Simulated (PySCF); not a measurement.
# Correlation energy of As+ (arsenic, charge +1)

[Ar] 3d10 4s2 4p2, high-spin 3P determinant. Computed with PySCF 2.14 in cc-pVDZ-DK (5s4p2d, 27 functions), with the spin-free X2C one-electron Hamiltonian (Gaussian nucleus). Frozen: [Ar] 3d10; 4 electrons correlated.

MP2 pair energies summed by pair of shells (mhartree):

```csv
pair,energy,share (%)
4s-4p,-25.17,59.8
4s-4s,-12.71,30.2
4p-4p,-4.19,10.0
```

Total MP2 correlation energy: -42.06 mhartree.

Same-spin part -6.95 and opposite-spin part -35.12 mhartree; SCS-MP2 scales them by 1/3 and 6/5 to -44.45 mhartree.

| level | correlation energy (mhartree) |
| --- | --- |
| CCSD | -58.35 |
| (T) | -0.61 |
| CCSD(T) | -58.96 |

Diagnostics: T1 = 0.0064, D1 = 0.0179, largest double amplitude 0.095.

Cost of the coupled-cluster step: 0.07 s of wall time on 1 thread of Intel(R) Xeon(R) 6975P-C (shared host), for 4 correlated electrons.

Iterations:

```
CC2 = 0
CCSD nocc = (np.int64(3), np.int64(1)), nmo = (13, 13)
frozen orbitals [[0, 1, 2, 3, 4, 5, 6, 7, 8, 9, 10, 11, 12, 13], [0, 1, 2, 3, 4, 5, 6, 7, 8, 9, 10, 11, 12, 13]]
max_cycle = 100
direct = 0
conv_tol = 1e-08
conv_tol_normt = 1e-06
diis_space = 8
diis_start_cycle = 0
Init t2, MP2 energy = -0.0420606642788134
Init E_corr(UCCSD) = -0.0420606642789861
cycle = 1  E_corr(UCCSD) = -0.0534328202124024  dE = -0.0113721559  norm(t1,t2) = 0.0451573
cycle = 2  E_corr(UCCSD) = -0.0566551151361555  dE = -0.00322229492  norm(t1,t2) = 0.0161181
cycle = 3  E_corr(UCCSD) = -0.0583575098374004  dE = -0.0017023947  norm(t1,t2) = 0.00681577
cycle = 4  E_corr(UCCSD) = -0.0583428670547081  dE = 1.46427827e-05  norm(t1,t2) = 0.00109047
cycle = 5  E_corr(UCCSD) = -0.0583519801742643  dE = -9.11311956e-06  norm(t1,t2) = 0.000139821
cycle = 6  E_corr(UCCSD) = -0.0583491428238793  dE = 2.83735039e-06  norm(t1,t2) = 1.67016e-05
cycle = 7  E_corr(UCCSD) = -0.0583501233122157  dE = -9.80488336e-07  norm(t1,t2) = 3.00697e-06
cycle = 8  E_corr(UCCSD) = -0.058349877990955  dE = 2.45321261e-07  norm(t1,t2) = 7.43201e-07
cycle = 9  E_corr(UCCSD) = -0.0583498918211121  dE = -1.38301572e-08  norm(t1,t2) = 1.33162e-07
cycle = 10  E_corr(UCCSD) = -0.0583499115694012  dE = -1.97482891e-08  norm(t1,t2) = 7.85425e-08
cycle = 11  E_corr(UCCSD) = -0.0583499108236065  dE = 7.45794759e-10  norm(t1,t2) = 1.14788e-08
UCCSD converged
E(UCCSD) = -2258.628906553953  E_corr = -0.05834991082360648
UCCSD(T) correction = -0.00060907385168759
```
